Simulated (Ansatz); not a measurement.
AlBFH₃Si (`F[B]1[AlH][SiH2]1`) at its PBE0-D4/def2-TZVP geometry, where that method's forces vanish. Total charge 0; spin multiplicity 1.

| atom | x (Å) | y (Å) | z (Å) |
| --- | --- | --- | --- |
| F1 | 1.052 | -1.377 | -1.970 |
| B2 | 0.489 | -0.772 | -0.942 |
| Al3 | -1.309 | -0.003 | -0.283 |
| Si4 | 0.960 | 0.537 | 0.385 |
| H5 | -2.807 | 0.261 | 0.168 |
| H6 | 1.937 | 1.063 | 1.391 |
| H7 | -0.322 | 0.289 | 1.251 |

For each bond, give half the difference of the two atoms' forces along it (eV/Å; positive pushes the atoms apart) under PBE-D4, r2SCAN-D4, B3LYP-D4, ωB97M-V in def2-TZVPP. (An estimate is asked.)

Computed: 
| bond | length (Å) | PBE-D4 | r2SCAN-D4 | B3LYP-D4 | ωB97M-V |
| --- | --- | --- | --- | --- | --- |
| F1–B2 | 1.319 | 0.43 | 0.11 | 0.19 | 0.34 |
| B2–Al3 | 2.064 | -0.13 | -0.03 | 0.00 | -0.09 |
| B2–Si4 | 1.923 | -0.10 | -0.01 | 0.03 | -0.08 |
| Al3–Si4 | 2.427 | 0.11 | 0.01 | 0.17 | 0.14 |
| Al3–H5 | 1.586 | 0.06 | -0.01 | -0.13 | -0.17 |
| Al3–H7 | 1.848 | 0.09 | -0.02 | 0.04 | 0.02 |
| Si4–H6 | 1.498 | 0.09 | 0.01 | -0.13 | -0.19 |
| Si4–H7 | 1.567 | 0.13 | -0.01 | -0.04 | -0.06 |

B3LYP here is the variant with VWN-RPA as its local correlation; programs differ in this.
